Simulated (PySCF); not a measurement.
Re: ionisation energy

Re [Xe] 4f14 5d5 6s2 (6S) → Re⁺ [Xe] 4f14 5d5 6s1 (7S), as a difference of total energies. Computed with PySCF 2.14 in aug-cc-pVDZ-PP with ECP60MDF (5s5p4d2f, 54 functions), with scalar relativity through the core potential. Correlated levels: valence: 5s2 5p6 frozen. The calculations carry no spin-orbit coupling.

```csv
method,ionisation energy (eV),error (eV)
UHF,5.944,-1.890
BP86,7.847,+0.013
B3LYP,7.961,+0.127
MP2 (valence),7.266,-0.568
SCS-MP2 (valence),7.522,-0.312
```

Reference: 7.834 eV (measured; NIST Atomic Spectra Database, ionization energies).

Errors of the correlated levels include the incompleteness of this basis and the frozen core.

MP2 underrates the near-degeneracy of ns² with np² in the lower species.
